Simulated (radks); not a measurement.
Results of a calculation; reference values are marked as such.
Task: Excited configurations of Pr25+: one electron is placed in a higher orbital outside [Ar] 3d10 4s2 4p3. The ground configuration is [Ar] 3d10 4s2 4p4. Code: a radial shooting solver on a logarithmic mesh with Libxc functionals. Model: scalar-relativistic Kohn-Sham, r2SCAN, spin-polarised, spherical densities, finite nucleus; open shells are filled with parallel spins first (spin-orbit coupling, left out, can overturn this in heavy ions); meta-GGA in the generalised Kohn-Sham scheme; Fermi nuclear charge, rms radius 4.8919 fm. Excitation = E - E(ground); binding = E(ion) - E, where the ion is the core of charge +26; n* = 26/sqrt(2 binding) in atomic units. These energies are relativistic, and a one-electron ion of charge +26 with no core already has n* below n in this formula (scalar-relativistic equation, point nucleus: 5p 4.991, 6s 5.984, 6d 5.995, 6f 5.997, 7d 6.995, 7f 6.997). The quantum defect is therefore taken as that value minus n*, so that it holds no relativistic shift of the bare ion.

outer orbital  excitation (eV)  binding (eV)     n*  quantum defect  eigenvalue (eV)  <r> (bohr)
5p                      377.51        507.47  4.257           0.733          -499.32       1.023
6d                      581.46        303.51  5.505           0.490          -298.32       1.642
6f                      608.54        276.44  5.768           0.229          -271.15       1.683
7d                      667.75        217.23  6.507           0.488          -213.58       2.335
7f                      683.86        201.11  6.763           0.234          -197.41       2.403

Estimate the row for 6s.

Result: excitation (eV) 533.24; binding (eV) 351.74; n* 5.114; quantum defect 0.871; eigenvalue (eV) -346.24; <r> (bohr) 1.519. The Delta-SCF ionisation energy is 884.98 eV (NIST Atomic Spectra Database: 880 eV, theoretical). Self-interaction in the functional shifts the binding energies and quantum defects, so they are the method's values and not measured ones. Open shells are spherical and high-spin; term and fine-structure splittings are not resolved. Spin-orbit splitting is averaged out at the scalar-relativistic level.
